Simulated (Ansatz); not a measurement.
Kohn–Sham single points on `O=C([SiH3])[SiH3]`.

```yaml
crystal:
  periodic: [false, false, false]
  atoms:
    - {symbol: O, position_ang: [1.571284, -0.710476, -1.068959]}
    - {symbol: C, position_ang: [0.633605, -0.287530, -0.427836]}
    - {symbol: Si, position_ang: [-0.073302, 1.482795, -0.801127]}
    - {symbol: Si, position_ang: [-0.155312, -1.382578, 0.969163]}
    - {symbol: H, position_ang: [-1.508167, 1.344434, -1.168578]}
    - {symbol: H, position_ang: [0.012334, 2.292012, 0.444233]}
    - {symbol: H, position_ang: [0.700817, 2.109093, -1.899002]}
    - {symbol: H, position_ang: [0.551497, -2.683210, 1.044099]}
    - {symbol: H, position_ang: [-0.052696, -0.642376, 2.255477]}
    - {symbol: H, position_ang: [-1.596961, -1.573362, 0.655629]}
basis:
  gaussian: {orbitals: def2-TZVPP}
hamiltonian: {xc: {name: BHLYP}, dispersion: d4}
output: {orbitals: {seedname: orbitals}}
```

```sh
$ ansatz run in.yaml --threads 2 --pin off --events-out ev --progress --plain --max-ram 4352MiB
```

It prints (some lines left out):

```
Functional definition: BHLYP
1372 factors; their error is unknown
mean field evaluation 1: about -18932.8311 eV, gradient 3.9e1 eV
mean field evaluation 2: about -18929.9579 eV, gradient 5.7e1 eV
mean field evaluation 4: about -18935.6767 eV, gradient 3.0e0 eV
mean field evaluation 8: about -18935.6971 eV, gradient 4.1e-2 eV
mean field evaluation 16: about -18935.8110 eV, gradient 6.1e-5 eV
mean field -18935.81098865 eV, -695.8782186794 hartree, gradient 6.1e-5 eV, S^2 0.000000; 0 other end points of the search recorded, 0 dependent functions left out
reference -18935.81118308 eV, -695.8782258243 hartree; 24, 24 occupied and 206, 206 virtual orbitals, 1372 factors
Total energy: -18936.08259851 eV, -695.8882001576 hartree
```

Hardware: 2 threads of an Arm Neoverse V1 on a shared host. Wall time 4.6 s, peak host memory 0.51 GiB.

Changing it to `hamiltonian: {xc: {name: B97M-V}}` (abridged; 14 s):

```
Functional definition: B97M-V
mean field evaluation 16: about -18932.8343 eV, gradient 3.7e-5 eV
mean field -18932.83425452 eV, -695.7688257176 hartree, gradient 3.7e-5 eV, S^2 0.000000
Total energy: -18932.83432422 eV, -695.7688282790 hartree
```

The same input with `hamiltonian: {xc: {name: wB97M-V}}` and forces (abridged; 18 s):

```
Functional definition: wB97M-V
mean field evaluation 16: about -18934.9542 eV, gradient 6.9e-5 eV
mean field -18934.95415084 eV, -695.8467304704 hartree, gradient 2.3e-5 eV, S^2 0.000000
Total energy: -18934.95420722 eV, -695.8467325423 hartree
Atom 0 force     0.178566    -0.080698    -0.122343 eV/Å
Atom 1 force    -0.281829     0.127127     0.192727 eV/Å
Atom 2 force    -0.018613     0.098561    -0.041117 eV/Å
Atom 3 force    -0.022852    -0.079460     0.070081 eV/Å
Atom 4 force     0.167679     0.010520     0.043477 eV/Å
Atom 5 force    -0.007943    -0.099018    -0.142238 eV/Å
Atom 6 force    -0.091121    -0.081732     0.134276 eV/Å
Atom 7 force    -0.082926     0.161060    -0.013917 eV/Å
Atom 8 force    -0.009525    -0.082046    -0.152682 eV/Å
Atom 9 force     0.168565     0.025686     0.031738 eV/Å
Dipole moment:    -0.299214     0.134853     0.204402 e Å
```

The same input with `hamiltonian: {xc: lda}` (abridged; 1.8 s):

```
Functional definition: SPW92
mean field evaluation 16: about -18848.6920 eV, gradient 5.2e-5 eV
mean field -18848.69201158 eV, -692.6766553233 hartree, gradient 5.2e-5 eV, S^2 0.000000
Total energy: -18848.69205418 eV, -692.6766568887 hartree
```

The same input with `hamiltonian: {xc: {name: CAM-B3LYP}, dispersion: d4}` (abridged; 5.5 s):

```
Functional definition: CAM-B3LYP
mean field evaluation 16: about -18936.5582 eV, gradient 2.8e-5 eV
mean field -18936.55822585 eV, -695.9056791396 hartree, gradient 2.8e-5 eV, S^2 0.000000
Total energy: -18936.74164572 eV, -695.9124196958 hartree
```

With the line `hamiltonian: {xc: {name: wB97X-V}}` (abridged; 13 s):

```
Functional definition: wB97X-V
mean field evaluation 16: about -18934.0286 eV, gradient 5.7e-5 eV
mean field -18934.02861043 eV, -695.8127174876 hartree, gradient 5.7e-5 eV, S^2 0.000000
Total energy: -18934.02860809 eV, -695.8127174018 hartree
```
